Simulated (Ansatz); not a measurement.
H2OSe (SMILES O[SeH]) moved off its minimum; all values from Ansatz (a quantum-chemistry and plane-wave program), cores frozen in correlated methods.
(charge 0, multiplicity 1)
```xyz
4

Se    -0.27213    -0.04604     0.29665
H     -1.32358    -0.33303    -0.61859
O      1.07265     0.29147    -0.98615
H      1.04822     1.10520    -1.23196
```

Forces at HF/def2-TZVPP (eV/Å):

```csv
atom,Fx,Fy,Fz
Se1,2.506,0.803,-1.088
H2,-0.545,-0.162,-0.673
O3,-1.513,-7.921,3.735
H4,-0.447,7.280,-1.974
```

**Question.** Give the forces (eV/Å), the total energy and the dipole at CCSD(T)/aug-cc-pVTZ.

**Answer.** 
```tsv
atom	Fx	Fy	Fz
Se1	1.990	0.744	-0.080
H2	-0.853	-0.249	-0.926
O3	-0.559	-8.955	3.246
H4	-0.578	8.460	-2.240
```
Energy -2476.3488 hartree, dipole 1.54 D.
